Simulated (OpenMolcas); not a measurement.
Pd2+ in CaF2: curves along the breathing mode

Pd2+ with its 8 nearest fluoride ions, on the Ca site of CaF2 (a = 5.46294 Å, distance in the model lattice 2.366 Å). The rest of the host is ab initio model potentials to 7.6 Å and point charges beyond; the distance is set by hand and nothing relaxes. Ligand basis ANO-RCC-VDZP.

```json
{
 "Program": "OpenMolcas 26.06",
 "Method": "CASSCF",
 "Basis": "ANO-RCC-VDZP [6s5p3d1f]",
 "Scalar Hamiltonian": "DKH2, point nucleus",
 "Active space": "8 electrons in 5 orbitals (4d)",
 "State averaging": "2S+1 = 3 even, 10 roots; 2S+1 = 1 even, 15 roots",
 "Spin-orbit coupling": "RASSI with atomic mean-field integrals over the reference wave functions"
}
```

Spin-free energies (labels of O, the rotations of Oh) in cm-1 above the lowest fitted minimum, as all ligands move together:

| R (Å) | 3T1 | 3T2 | 3A2 | 1T2 | 1E | 3T1(2) | 1T2(2) |
| --- | --- | --- | --- | --- | --- | --- | --- |
| 2.17 | 1430 | 9830 | 19330 | 14420 | 14720 | 21960 | 24840 |
| 2.221 | -20 | 7270 | 15590 | 12950 | 13320 | 19540 | 22460 |
| 2.272 | 1590 | 7960 | 15270 | 14540 | 14980 | 20350 | 23320 |
| 2.323 | 5870 | 11450 | 17910 | 18770 | 19270 | 23950 | 26980 |
| 2.374 | 12450 | 17380 | 23110 | 25310 | 25860 | 29980 | 33070 |
| 2.425 | 21060 | 25430 | 30550 | 33860 | 34440 | 38120 | 41270 |
| 2.476 | 31430 | 35340 | 39920 | 44170 | 44780 | 48100 | 51300 |

Cubic fits give the following; the wavenumber is harmonic, with the mass of all moving ligands, small differences in it between states hang on the degree of the fit, a number in brackets counts states of one label, and the table is a selection of at most 14 states with clean curves.

```json
{"State": "3T1", "R0 (Å)": "2.219", "Breathing mode (cm-1)": "507", "Minimum (cm-1)": "0"}
{"State": "3T2", "R0 (Å)": "2.235", "Breathing mode (cm-1)": "512", "Minimum (cm-1)": "7180"}
{"State": "3A2", "R0 (Å)": "2.252", "Breathing mode (cm-1)": "516", "Minimum (cm-1)": "15030"}
{"State": "1T2", "R0 (Å)": "2.219", "Breathing mode (cm-1)": "505", "Minimum (cm-1)": "12980"}
{"State": "1E", "R0 (Å)": "2.218", "Breathing mode (cm-1)": "505", "Minimum (cm-1)": "13350"}
{"State": "3T1(2)", "R0 (Å)": "2.233", "Breathing mode (cm-1)": "512", "Minimum (cm-1)": "19480"}
{"State": "1T2(2)", "R0 (Å)": "2.232", "Breathing mode (cm-1)": "513", "Minimum (cm-1)": "22410"}
{"State": "1A1", "R0 (Å)": "2.228", "Breathing mode (cm-1)": "504", "Minimum (cm-1)": "24120"}
{"State": "1T1", "R0 (Å)": "2.234", "Breathing mode (cm-1)": "511", "Minimum (cm-1)": "24830"}
{"State": "1E(2)", "R0 (Å)": "2.250", "Breathing mode (cm-1)": "517", "Minimum (cm-1)": "29920"}
{"State": "1A1(2)", "R0 (Å)": "2.240", "Breathing mode (cm-1)": "518", "Minimum (cm-1)": "52040"}
```

The minimum of 3T2 is shifted by +0.0166 Å against 3T1 (from the unrounded fits). With M = 152.0 u for the moving shell, the Huang-Rhys factor in this mode is S = M ω ΔR² / 2ħ = 0.01483 × 152.0 × 507 × 0.0166² = 0.31. Only the first shell moves, against a rigid host.

An orbital triplet at a regular site is open to Jahn-Teller coupling, which can distort the site and quench the lowest spin-orbit gaps and is left out. Without dynamic correlation the repulsion within the d shell is too large (B by tens of per cent), so at a given field states of lower spin stand too high. Real 4d8 and 5d8 ions are as a rule square planar and diamagnetic. With metal d orbitals alone the field can be off either way by tens of per cent. Ligand-to-metal charge-transfer states are missing. With no ligand orbital active B as a rule stays too high, so bands that hang on it stand too high and its fall with covalency is understated. No measured value stands beside these numbers.
